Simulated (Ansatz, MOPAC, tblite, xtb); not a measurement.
Energy landscape of H₃Al, singlet: umbrella (inversion) coordinate, bond length relaxed. Scanned: angle between the Al-H bonds and the threefold axis (90 = planar). Other coordinates (Al-H bond length) were minimised at PBE0/def2-TZVP.

Computed with: GFN2-xTB, 300 K electronic temperature (tblite); GFN1-xTB (xtb); PM6, restricted, heats of formation (MOPAC); FCI/def2-SVP = Ansatz (a program for electronic structure) with full CI/def2-SVP, frozen core.

Energies relative to the lowest point of each profile, in kcal/mol; the last columns give the difference from FCI:

```tsv
a / °	GFN2-xTB	GFN1-xTB	PM6	FCI/def2-SVP	GFN2-xTB − FCI/def2-SVP	GFN1-xTB − FCI/def2-SVP	PM6 − FCI/def2-SVP
90	0.0	0.0	0.0	0.0	0.0	0.0	0.0
92.51	0.3	0.2	0.3	0.3	0.0	-0.1	0.0
96.41	2.1	1.3	2.2	1.9	0.1	-0.6	0.3
98.90	3.9	2.6	4.3	3.7	0.2	-1.1	0.6
102.27	7.4	5.0	8.2	7.1	0.3	-2.1	1.1
104.26	9.9	6.8	11.1	9.6	0.3	-2.8	1.6
107.37	14.4	10.2	16.6	14.2	0.2	-4.0	2.4
111.30	21.2	15.6	25.0	21.4	-0.2	-5.8	3.6
114.61	27.8	21.3	33.6	28.7	-0.8	-7.4	4.9
116.92	32.9	26.0	40.3	34.4	-1.5	-8.4	5.9
119.29	38.6	31.4	47.9	40.9	-2.2	-9.5	7.0
122.79	47.9	40.7	60.3	51.5	-3.6	-10.8	8.7
125.79	56.9	50.1	72.0	61.7	-4.8	-11.7	10.2
128.43	65.8	59.7	83.1	71.6	-5.8	-11.9	11.5
132	79.7	75.0	99.1	86.3	-6.5	-11.3	12.9
```

GFN2-xTB is furthest from FCI/def2-SVP at 132 (-6.5 kcal/mol, below); its mean absolute difference over the points is 1.8 kcal/mol.

GFN1-xTB is furthest from FCI/def2-SVP at 128.43 (-11.9 kcal/mol, below); its mean absolute difference over the points is 5.8 kcal/mol.

PM6 is furthest from FCI/def2-SVP at 132 (12.9 kcal/mol, above); its mean absolute difference over the points is 4.7 kcal/mol.
